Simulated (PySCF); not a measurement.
## Relaxation of quartet H₂TcO

Method: UPBE0/[Tc def2-TZVP with ECP28, O def2-TZVP, H def2-TZVP], scalar-relativistic core potentials, density fitting, no spin–orbit coupling, PySCF. A (50,194) grid was used.

A start displaced from a saddle point along its imaginary mode, of Cs symmetry, held to at least that symmetry:

```xyz
4
charge 0 multiplicity 4, angstrom
Tc    0.1075    0.1862   -0.0036
O    -0.7262   -1.2578    0.0069
H     1.7835    0.0938    0.1200
H    -0.8105    1.5914    0.1200
```

Optimiser trace:
| step | E − E(last) (kJ/mol) | largest gradient (Eh/bohr) |
| --- | --- | --- |
| 0 | 9.43 | 0.00283 |
| 1 | 5.63 | 0.01964 |
| 2 | 3.94 | 0.00457 |
| 3 | 1.49 | 0.00750 |
| 4 | 0.41 | 0.00316 |
| 5 | 0.09 | 0.00311 |
| 6 | 0.03 | 0.00131 |
| 7 | 0.00 | 0.00017 |
| 8 | 0.00 | 0.00002 |

It ends at Cs with Tc–H 1.656 Å (×2), Tc–O 1.667 Å; H–Tc–H 110.0°, H–Tc–O 112.3° (×2). A frequency run shows a minimum. Other isomers or separated fragments may lie lower.

Final geometry:
Z-matrix (Å, degrees; charge 0 multiplicity 4):
```
Tc
O  1 1.6668
H  1 1.6555 2 112.33
H  1 1.6555 2 112.33 3 -124.70
```

With open d or f shells other occupations or spin states may lie lower.
